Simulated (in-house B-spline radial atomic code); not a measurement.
Values are calculated unless marked as measured or tabulated.
Correlation energy from the adiabatic connection: −V exp(−r²/w²), V = 18.2, w = 0.907

Two electrons in a singlet, external potential −V exp(−r²/w²), V = 18.2, w = 0.907 (atomic units). Full CI in B-splines (partial waves to l = 8, correlation up to 0.6 % small) with the density held fixed gives W(λ) = <V_ee>_λ − U, and E_c is the integral of W(λ) − W(0) from 0 to 1.

```
   λ  W(λ) − W(0) (hartree)
   0                0.00000
0.02               -0.00192
0.05               -0.00479
0.12               -0.01139
0.25               -0.02332
 0.4               -0.03660
 0.6               -0.05350
 0.8               -0.06957
   1               -0.08483
```

(1) Integrate the table by the trapezoid rule.

(2) Now use only three numbers: W(0) = -1.7351, the initial slope W'(0) = -0.09644 (extrapolated from the first points) and the strong-coupling limit of the point-charge-plus-continuum model, W∞ = -2.4049. What do second-order theory and the interpolation W(λ) = W∞ + (W(0) − W∞)/√(1 + 2χλ) of Seidl, Perdew and Levy give?

Answers

(1) The strips give -0.00002, -0.00010, -0.00057, -0.00226, -0.00449, -0.00901, -0.01231, -0.01544, which sum to -0.04419 hartree. The direct value, W(1) − W(0) + T_c with T_c = 0.04059, is -0.04425; the curve is convex, so chords lie above it and the trapezoids fall short in size by 0.12 %.

(2) Second order keeps the slope alone: E_c = W'(0)/2 = -0.04822, +9 % in size against -0.04425. Matching the slope fixes χ = W'(0)/(W∞ − W(0)) = -0.09644/(-0.66980) = 0.14398. Integrating, with s = √(1 + 2χ) = 1.134886, E_c = −(W(0) − W∞)(s − 1)/(s + 1) = −0.66980 × 0.134886/2.134886 = -0.04232 hartree, -4.4 % in size against the full result. At λ = 1 the formula gives W − W(0) = -0.07961 against -0.08483. Part of the miss can come from the model's W∞.
